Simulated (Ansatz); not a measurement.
# Ligand exchange: CHBr2F + AgCl → CHBrClF + AgBr

Gas-phase species: CHBr2F (dibromofluoromethane) `FC(Br)Br`, singlet; AgCl (silver chloride), singlet; CHBrClF (bromochlorofluoromethane) `FC(Cl)Br`, singlet; AgBr (silver bromide), singlet. The partners trade Br for Cl: C–Br and Ag–Cl bonds give way to C–Cl and Ag–Br.

Shapes, held fixed at every level: PBE0-D4/def2-TZVP. Programs: Ansatz 0.2.0. The zero-point and thermal change to 298 K, harmonic and unscaled (PBE0-D4/def2-TZVP), is +0.9 kJ/mol.

```json
{"level": "r2SCAN-D4/def2-TZVPP", "kind": "meta-GGA", "ΔH(298 K) (kJ/mol)": "-31.0", "less CCSD(T)/def2-TZVPP": "-1.6"}
{"level": "B3LYP-D4/def2-TZVPP", "kind": "global hybrid", "ΔH(298 K) (kJ/mol)": "-30.1", "less CCSD(T)/def2-TZVPP": "-0.7"}
{"level": "B2PLYP/def2-TZVPP", "kind": "double hybrid", "ΔH(298 K) (kJ/mol)": "-30.7", "less CCSD(T)/def2-TZVPP": "-1.3"}
{"level": "MP2/def2-SVP", "kind": "perturbation theory", "ΔH(298 K) (kJ/mol)": "-42.6", "less CCSD(T)/def2-TZVPP": "-13.2"}
{"level": "MP2/def2-TZVPP", "kind": "perturbation theory", "ΔH(298 K) (kJ/mol)": "-28.5", "less CCSD(T)/def2-TZVPP": "+0.9"}
{"level": "CCSD(T)/def2-SVP", "kind": "coupled cluster or CI", "ΔH(298 K) (kJ/mol)": "-40.3", "less CCSD(T)/def2-TZVPP": "-10.9"}
{"level": "CCSD/def2-SVP", "kind": "coupled cluster or CI", "ΔH(298 K) (kJ/mol)": "-41.8", "less CCSD(T)/def2-TZVPP": "-12.4"}
{"level": "CCSD(T)/def2-TZVPP", "kind": "coupled cluster or CI", "ΔH(298 K) (kJ/mol)": "-29.4", "less CCSD(T)/def2-TZVPP": "0.0"}
```

The highest level, CCSD(T)/def2-TZVPP, gives ΔH(298 K) = -29.4 kJ/mol; the levels span -42.6 to -28.5. The column of differences is taken from that level and isn't an error. No measured value is set beside it here. For atoms past krypton def2 sets carry core potentials with scalar relativity. Relativity is left out for Br. Outer-core shells of Ag, Br are correlated, in sets that cover them unevenly.
